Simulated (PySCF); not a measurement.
# Worked example: oscillator strength and radiative lifetime

(2R)-but-3-ene-1,2-diamine (C₄H₁₀N₂), SMILES C=C[C@@H](N)CN.

Geometry optimised at B3LYP-D3(BJ)/def2-SVP. The values are those of a single conformer.

TDDFT-PBE/def2-SVPD (PySCF) puts the first singlet state with f over 0.02 at 5.12 eV (vertical), with the transition dipole (-0.522, -0.202, 0.497) in atomic units.

Problem. Find the oscillator strength, the wavelength and the radiative lifetime that this transition would have in vacuum if emission retraced absorption.

Solution. 
|μ|² = 0.5603 au, so |μ| = 1.90 D. ΔE = 5.12/27.211 = 0.1882 hartree. f = (2/3) ΔE |μ|² = 0.070 (the program prints 0.070).
λ = 1239.84/5.12 = 242 nm; ν = 41296 cm⁻¹.
Einstein's coefficient A = 0.6670 ν² f s⁻¹ (ν in cm⁻¹) = 8.0e7 s⁻¹, so τ = 1/A = 13 ns. This state is S2; the lower singlet has f = 0.005. The figure is the radiative limit of this one transition; relaxation, internal conversion, crossing to triplets and a medium change what is measured.
